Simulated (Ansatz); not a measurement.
Computed with Ansatz on PBE0-D4/def2-TZVP structures; ΔE is electronic, products minus reactants. CCSD(T)/CBS is the MP2 limit (def2-TZVPP, def2-QZVPP) plus CCSD(T) − MP2 in def2-TZVPP, frozen cores. Functionals use def2-TZVPP. B3LYP here is the variant with VWN-RPA as its local correlation; programs differ in this. One conformer a species, not always the lowest.

`C[SiH2][SiH](O)Cl` + `C#CNCN` → `C#CN(C)CN` + `O[SiH]([SiH3])Cl`  (substitution at a C–Si bond)

`C[SiH2][SiH](O)Cl`:

Cartesian coordinates in Å:
```
C -0.170 1.618 0.990
Si -0.670 0.722 -0.576
Si 0.147 -1.467 -0.532
O 1.783 -1.376 -0.427
Cl -0.618 -2.408 1.151
H -0.563 2.637 0.996
H -0.554 1.094 1.867
H 0.918 1.667 1.070
H -0.142 1.410 -1.788
H -2.152 0.640 -0.704
H -0.261 -2.342 -1.663
H 2.280 -2.196 -0.384
```

`C#CNCN`:

Cartesian coordinates in Å:
```
C -2.592 0.734 -0.428
C -1.414 0.509 -0.530
N -0.093 0.296 -0.586
C 0.530 -0.443 0.527
N 1.951 -0.329 0.571
H -3.631 0.944 -0.351
H 0.238 0.005 -1.496
H 0.095 -0.031 1.439
H 0.267 -1.506 0.487
H 2.404 -0.817 -0.190
H 2.246 0.639 0.557
```

`C#CN(C)CN`:

Cartesian coordinates in Å:
```
C 0.685 -0.158 -2.339
C 0.147 -0.022 -1.268
N -0.444 0.095 -0.076
C -1.245 1.287 0.130
C 0.384 -0.303 1.080
N 0.961 -1.601 0.986
H 1.130 -0.291 -3.294
H -0.632 2.189 0.259
H -1.901 1.434 -0.727
H -1.860 1.151 1.022
H 1.190 0.429 1.230
H -0.277 -0.255 1.950
H 1.614 -1.651 0.214
H 0.248 -2.303 0.834
```

`O[SiH]([SiH3])Cl`:

```xyz
9

O     0.412    1.763    0.672
Si   -0.337    0.720   -0.347
Si    0.184   -1.443    0.359
Cl    0.355    0.969   -2.280
H     0.303    2.704    0.523
H    -1.793    1.007   -0.429
H    -0.308   -1.669    1.744
H     1.656   -1.639    0.314
H    -0.474   -2.413   -0.556
```

Problem. Is it downhill or uphill in electronic energy at CCSD(T)/CBS, and by how much? (Best estimate.)

Solution. Ansatz gave: Uphill: ΔE = +57.9 kJ/mol.

Problem. What do these levels give: B2PLYP, PBE, PBE0, B3LYP, MP2/def2-TZVPP, MP2/def2-QZVPP? (Estimate.)

Solution. Computed: B2PLYP 57.7, PBE 60.1, PBE0 60.8, B3LYP 59.4, MP2/def2-TZVPP 55.2, MP2/def2-QZVPP 57.3 kJ/mol.

Largest T1 diagnostic among the species: 0.012.
